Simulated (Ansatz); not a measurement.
C2H8BFSi can be A, `CBC[SiH2]F`, or B, `CB(C)[SiH2]F`.

Gas-phase electronic energies from Ansatz, PBE0-D4/def2-TZVP geometries. CCSD(T)/CBS adds triple-zeta CCSD(T) − MP2 to the extrapolated MP2 energy (def2 sets, frozen cores). DFT in def2-TZVPP. B3LYP here is the variant with VWN-RPA as its local correlation; programs differ in this. Each species was taken in one conformer, which may not be the lowest.

Problem. Which isomer does CCSD(T)/CBS put lower? Give the gap. (Estimate.)

Solution. Computed: A, by 10.2 kcal/mol.

Problem. Give E(B) − E(A) in kcal/mol with B2PLYP, PBE0-D4, PBE-D4, HF/def2-TZVPP, CCSD/def2-TZVPP, LDA (SPW92), B3LYP. (Estimate.)

Solution. The calculation gave: B2PLYP 10.1, PBE0-D4 8.7, PBE-D4 7.6, HF/def2-TZVPP 11.0, CCSD/def2-TZVPP 10.3, LDA (SPW92) 8.2, B3LYP 9.0. None reverses the order clearly.

Problem. Does the order hold for the free energy at 298.15 K (harmonic terms from PBE0-D4)? (Best estimate.)

Solution. Computed: Yes: G(B) − G(A) = +10.7 kcal/mol, for one conformer each. Modes under 60 cm⁻¹, often nearly free rotors, make the harmonic entropy too high.

Largest T1 diagnostic: 0.011.

Leaving LDA and LC-ωPBE aside and taking each functional with its dispersion term where it has one, the values, not all of them listed here, spread over 3.2 kcal/mol, from PBE-D4 to ωB97M-V. At CCSD(T), def2-SVP lies −1.4 kcal/mol from the extrapolated value and def2-TZVPP +0.0 kcal/mol.
